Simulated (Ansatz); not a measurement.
Stretching the Ga1–F2 bond in GaF (multiplicity 1 held). Energies count from the point at 1.800 Å.


Restricted levels (R-, RO-) in cc, def2 and unpolarised 6-31G sets keep to the state of the molecule at rest. U- levels take the lowest unrestricted solution at each point, which mixes spins at long bonds. Active spaces are followed from rest. Levels need not reach the same state.

Correlated levels freeze the cores. Filled d and f shells under p-block atoms count as core.

Codes used: Ansatz (a program for electronic structure) with Gaussian orbitals. 

Energies in kcal/mol.

```tsv
R (Å)	U-HF/cc-pVDZ	R-MP2/cc-pVDZ	U-CCSD(T)/cc-pVDZ	FIC-MRCISD on CASSCF(10,8)/cc-pVDZ	FIC-MRCISD+Q on CASSCF(10,8)/cc-pVDZ
1.440	63.3	68.0	68.2	67.8	68.0
1.620	9.8	11.6	11.8	11.6	11.6
1.800	0.0	0.0	0.0	0.0	0.0
1.980	7.9	7.0	6.7	6.9	6.8
2.161	22.2	21.1	20.5	20.7	20.6
2.431	45.7	45.1	43.7	44.3	44.0
2.701	66.9	67.3	65.0	66.0	65.5
3.151	87.3	97.2	95.8	94.9	94.2
3.601	90.3	119.7	115.2	115.7	114.7
4.141	91.4	139.8	124.4	123.0	121.5
4.861	91.9	158.2	126.6	127.0	125.5
5.761	92.1	171.0	127.1	127.8	126.3
7.202	92.2	174.1	127.1	127.9	126.4
```

Doubts at one or more of the structures used: a spin-contaminated determinant (U-HF/cc-pVDZ, U-CCSD(T)/cc-pVDZ); a restricted determinant that unrestricted orbitals would lower (R-MP2/cc-pVDZ); T1 above 0.05 (U-CCSD(T)/cc-pVDZ); the program's own flag: other amplitudes (U-CCSD(T)/cc-pVDZ).
